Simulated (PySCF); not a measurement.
## Sm⁶¹⁺ (samarium, charge +61) across methods

1s1, 2S determinant. Computed with PySCF 2.14 in an even-tempered Gaussian basis (15 s from 150 bohr⁻², ratio 2.2; 7 p from 230 bohr⁻², ratio 2.4; 4 d from 690 bohr⁻², ratio 2.4; 3 f from 1000 bohr⁻², ratio 2.4; 3 g from 1500 bohr⁻², ratio 2.4), with the non-relativistic Hamiltonian (point nucleus).

| method | E (hartree) | mean ε 1s α (eV) | Σ⟨r²⟩ (bohr²) | ⟨S²⟩ |
| --- | --- | --- | --- | --- |
| UHF | -1921.99914 | -52300.3 | 0.0007804 | 0.750 |
| PBE0 | -1921.70 | -52003.1 | 0.0007812 | 0.750 |
| r2SCAN | -1922.00 | -51951.4 | 0.0007808 | 0.750 |
| PBE | -1921.60 | -51904.0 | 0.0007814 | 0.750 |
| B97-3 | -1921.83 | -52008.5 | 0.0007810 | 0.750 |
| BLYP | -1921.83 | -51908.3 | 0.0007812 | 0.750 |
| LDA | -1919.32 | -51851.4 | 0.0007822 | 0.750 |

A non-relativistic calculation at this Z misses sizeable relativistic shifts.
